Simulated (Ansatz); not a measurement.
Relaxation of C₂H₅AlSi (9 atoms, charge 0, multiplicity 1), to a largest force component of 0.015 eV/Å in at most 40 steps.

Method: RKS PBE/def2-SVP (Ansatz).

```xyz
9
Properties=species:S:1:pos:R:3
C 0.385 1.072 -2.277
C 0.455 0.792 -1.135
Si 0.609 0.310 0.592
Al -0.950 -1.261 1.146
H 0.232 1.393 -3.320
H 0.494 1.509 1.463
H 1.997 -0.285 0.815
H -1.058 -2.640 0.352
H -2.076 -0.935 2.347
```

Question: Where does it end, and by what steps?

Answer: The run converged. The force dipped under the threshold on the way, but the program's further checks kept it going. After 6 steps the energy has fallen by 0.413 eV; H6 moved furthest, 0.18 Å.

| step | energy less start (eV) | largest force component (eV/Å) | accepted |
| --- | --- | --- | --- |
| 0 | 0.0000 | 6.346 | yes |
| 1 | -0.3849 | 0.577 | yes |
| 2 | -0.4041 | 0.308 | yes |
| 3 | -0.4075 | 0.163 | yes |
| 4 | -0.4121 | 0.023 | yes |
| 5 | -0.4131 | 0.010 | yes |
| 6 | -0.4133 | 0.009 | yes |

```xyz
9
Properties=species:S:1:pos:R:3
C 0.312 1.062 -2.298
C 0.515 0.808 -1.112
Si 0.717 0.359 0.667
Al -1.057 -1.295 1.151
H 0.153 1.296 -3.343
H 0.631 1.619 1.490
H 2.100 -0.212 0.864
H -1.123 -2.637 0.276
H -2.160 -1.046 2.288
```

Whether the end is a true minimum wasn't checked by a vibrational analysis.

Run time: 18 s on 1 thread of Arm Neoverse V2 (shared host), peak memory 0.12 GiB.
